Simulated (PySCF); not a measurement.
**Al²⁺ (aluminium, charge +2): UHF calculation**

Configuration: [Ne] 3p1, 2P determinant (an excited configuration). Computed with PySCF 2.14 in aug-cc-pwCVDZ (6s5p3d, 36 functions), with no relativity, point nucleus.

```json
{"Total energy": "-240.783795 hartree", "One-electron energy": "-326.5787 hartree", "Hartree (Coulomb) energy": "103.4600 hartree", "Exchange energy": "-17.6651 hartree", "Kinetic energy": "240.77157 hartree", "⟨S²⟩": "0.7500", "⟨L²⟩": "2.000", "Sum of ⟨r⟩": "7.665 bohr", "Sum of ⟨r²⟩": "11.44 bohr²", "Traceless quadrupole moment −½Σ⟨3z² − r²⟩ along its main axis": "-3.11 e·bohr²", "Density at the nucleus (Gaussians lack the cusp)": "1360 bohr⁻³", "Spin density at the nucleus": "0.0321 bohr⁻³", "Langevin diamagnetic susceptibility": "-9.06 ×10⁻⁶ cm³/mol"}
```

```json
{"shell": "1s α", "electrons": "1", "mean orbital energy (eV)": "-1614.3", "spread (eV)": "0", "rms radius, mean of both spins (bohr)": "0.140"}
{"shell": "1s β", "electrons": "1", "mean orbital energy (eV)": "-1614.2", "spread (eV)": "0", "rms radius, mean of both spins (bohr)": "0.140"}
{"shell": "2s α", "electrons": "1", "mean orbital energy (eV)": "-155.28", "spread (eV)": "0", "rms radius, mean of both spins (bohr)": "0.678"}
{"shell": "2s β", "electrons": "1", "mean orbital energy (eV)": "-155.08", "spread (eV)": "0", "rms radius, mean of both spins (bohr)": "0.678"}
{"shell": "2p α", "electrons": "3", "mean orbital energy (eV)": "-109.71", "spread (eV)": "0.409", "rms radius, mean of both spins (bohr)": "0.670"}
{"shell": "2p β", "electrons": "3", "mean orbital energy (eV)": "-109.34", "spread (eV)": "0.440", "rms radius, mean of both spins (bohr)": "0.670"}
{"shell": "3p α", "electrons": "1", "mean orbital energy (eV)": "-21.486", "spread (eV)": "0", "rms radius, mean of both spins (bohr)": "2.79"}
```

Spin-orbit constants ζ (cm⁻¹) from the X2C one-electron operator on these orbitals (non-relativistic here): bare nucleus, nucleus screened by l(l+1)(2l+1)/3 electrons, and screened by the Breit-Pauli mean field of the electrons.

```csv
shell,bare,screened nucleus,mean field
2p,2665,2255,2068
3p,159.5,134.9,122.0
```

To first order the Landé constant is A = 122.0 cm⁻¹, so the lowest level has J = 1/2 and lies 0.0151 eV below the centre of the term.
